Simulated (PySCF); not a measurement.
# TeOCl4: fields on a plane

Computed with PySCF, PBE0, basis Te def2-SVP with ECP28, O def2-SVP, Cl def2-SVP (scalar-relativistic core potentials, no spin–orbit coupling, density fitting).

The singlet minimum has Te–Cl 2.355 Å (×2), Te–Cl 2.379 Å (×2), Te–O 1.801 Å; Cl–Te–Cl 86.7° (×4), Cl–Te–Cl 112.8°, Cl–Te–Cl 168.2°, Cl–Te–O 95.9° (×2), Cl–Te–O 123.6° (×2).

The plane holds Te1 at (0.00, 0.00), O2 at (1.80, 0.00), Cl3 at (-0.24, 2.37), Cl4 at (-0.24, -2.37) Å. Columns run from x = -2.25 to 4.05 Å, rows from y = 4.65 (top) to -4.35 Å, in steps of 0.3 Å. Other isomers or separated fragments may lie lower. Core electrons replaced by a potential are absent, the electrostatic potential uses the reduced nuclear charge, and values within about 0.7 Å of such atoms have no physical meaning.

Q: Give the lowest empty orbital (Å^-3/2) at -5.53 eV (cut at ±0.3; overall sign arbitrary). Lower edges of the bins (Å^-3/2): '0' -0.300, '1' -0.240, '2' -0.180, '3' -0.120, '4' -0.060, '5' 0.000, '6' 0.060, '7' 0.120, '8' 0.180, '9' 0.240; top 0.30.

A: 
```
5555555555555555555444
5555555555555555555444
5555555555555555555444
5555566666555555555444
5555667776555555555444
5555679986655555555444
5555689986555555555544
5555564165555555555554
5444336933444445555555
4444310002344445555555
4444321012344455555555
5444443334444455555555
5555566665544455555555
5556789876543456655555
5557899456531278765555
5567994036520099866555
5567994036520099866555
5557899456531278765555
5556789876543456655555
5555566665544455555555
5444443334444455555555
4444321012344455555555
4444310002344445555555
5444336933444445555555
5555564165555555555554
5555689986555555555544
5555679986655555555444
5555667776555555555444
5555566666555555555444
5555555555555555555444
5555555555555555555444
```

Q: Give the highest occupied orbital (Å^-3/2) at -9.05 eV (cut at ±0.3; overall sign arbitrary). Lower edges of the bins (Å^-3/2): '0' -0.300, '1' -0.240, '2' -0.180, '3' -0.120, '4' -0.060, '5' 0.000, '6' 0.060, '7' 0.120, '8' 0.180, '9' 0.240; top 0.30.

A: 
```
5555555554444444444555
5555555554444444444555
5555555554444444444555
5555555544444444444555
5556666544444444444555
5566787533334444445555
5567898521234444445555
5568994600133444455555
5567992900123445555555
5567886200134455555555
5556665212345555555555
5555554333456666655555
5555554444567887665555
5555544445679999765555
5554455545689999765555
5544455534569999655555
4455544465430000344444
4445544454310000234444
4444455554320000234444
4444445555432112334444
4444445666543333344444
4443334787654444444444
4432113799865544444444
4432007099876554444444
4432005399866555544444
4432101478765555554444
4433212466665555554444
4443333455555555555444
4444444455555555555444
4444444445555555555444
4444444445555555555444
```
